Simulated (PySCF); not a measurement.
Series: cyclic III–V and III–VI dimers. Isolated molecules, 0 K electronic values unless said otherwise. Strings in code marks are SMILES.

The T1 excitation (TDA) from two functionals at the same geometries (CAM-B3LYP-D3(BJ)/def2-SVP), both in PySCF: PBE-D3(BJ)/def2-TZVP and TPSSh-D3(BJ)/def2-TZVP. Excitations are Tamm–Dancoff values on a coarser integration grid. The basis has no diffuse functions, so Rydberg states are missing or too high.

```tsv
species	PBE-D3(BJ)/def2-TZVP (eV)	TPSSh-D3(BJ)/def2-TZVP (eV)
`[BH2-]1[SeH+][BH2-][SeH+]1`	4.95	5.24
`[NH2+]1[GaH2-][NH2+][GaH2-]1`	5.51	6.07
`[GaH2-]1[SeH+][GaH2-][SeH+]1`	4.99	5.38
`[SeH+]1[InH2-][SeH+][InH2-]1`	4.71	5.13
```

Over these rows, drawn at random from the members with no instability flagged (it was tested for open shells, ions and some series alone), PBE minus TPSSh-D3(BJ): mean -0.41 eV, from -0.56 eV to -0.28 eV.
